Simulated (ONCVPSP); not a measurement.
## Configuration tests for carbon (ONCV)

```json
{
 "Element": "carbon (C)",
 "Generator": "ONCVPSP 4.0.1",
 "Type": "optimised norm-conserving Vanderbilt (ONCV)",
 "Functional": "PBEsol",
 "Relativity": "non-relativistic",
 "Frozen core": "none",
 "Valence charge": "6",
 "Reference configuration": "1s2 2s2 2p2",
 "Partial waves": "1s+2s: rc 0.50 bohr, ncon 3, nbas 7, qcut 25 1/bohr, 2 projectors; 2p: rc 1.70 bohr, ncon 3, nbas 6, qcut 8.3 1/bohr, 2 projectors, debl 1 Ha",
 "Local potential": "polynomial inside 0.40 bohr (lpopt 5, dvloc0 2 Ha)",
 "Core correction": "none"
}
```

Energies are relative to the spin-unpolarised reference configuration 1s2 2s2 2p2; without spin polarisation the order of configurations can differ from experiment. Not all tests gave a result: 1 of 4 tests not solved or not reliable.

```tsv
valence configuration	charge	ΔE all-electron (eV)	error AE − PS (meV)
1s2 2s2 2p1	+1	10.792	+12
1s2 2s2 2p0	+2	34.814	+119
1s2 2s1 2p0	+3	82.757	+244
```
